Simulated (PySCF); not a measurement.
SMILES CN([SiH2][SiH2]N)C (C2H12N2Si2) (GFN2-xTB optimised geometry):

```
18

Si    -0.017     1.965     0.000
N     -1.607     2.014    -0.673
Si     0.770    -0.190     0.000
N      0.085    -1.110    -1.286
C     -0.154    -0.548    -2.592
C      0.282    -2.535    -1.342
H      0.715     2.929    -0.834
H      0.053     2.514     1.370
H     -2.099     2.893    -0.703
H     -2.253     1.276    -0.441
H      0.405    -0.981     1.188
H      2.253    -0.190     0.000
H     -1.020    -1.037    -3.051
H     -0.360     0.516    -2.506
H      0.704    -0.689    -3.261
H      1.177    -2.802    -1.920
H     -0.581    -3.014    -1.815
H      0.395    -2.929    -0.336
```

Calculation: PBE0/def2-SVP (PySCF 2.14.0).

Problem. What are the frontier orbital energies and the dipole moment?

Solution. HOMO-2 -8.31 eV, HOMO-1 -7.13 eV, HOMO -6.14 eV, LUMO 0.19 eV, LUMO+1 0.54 eV; dipole moment 1.41 D.

On the same geometry PBE/def2-SVP (PySCF 2.14.0) gives HOMO-2 -7.07 eV, HOMO-1 -5.65 eV, HOMO -4.80 eV, LUMO -0.66 eV, LUMO+1 -0.28 eV; dipole moment 1.51 D.

Meta-Löwdin charges at PBE0/def2-SVP: Si1 0.49, N2 -0.68, Si3 0.48, N4 -0.42, C5 -0.19, C6 -0.19, H7 -0.10, H8 -0.13, H9 0.22, H10 0.21, H11 -0.10, H12 -0.13, H13 0.09, H14 0.11, H15 0.08, H16 0.08, H17 0.09, H18 0.10.
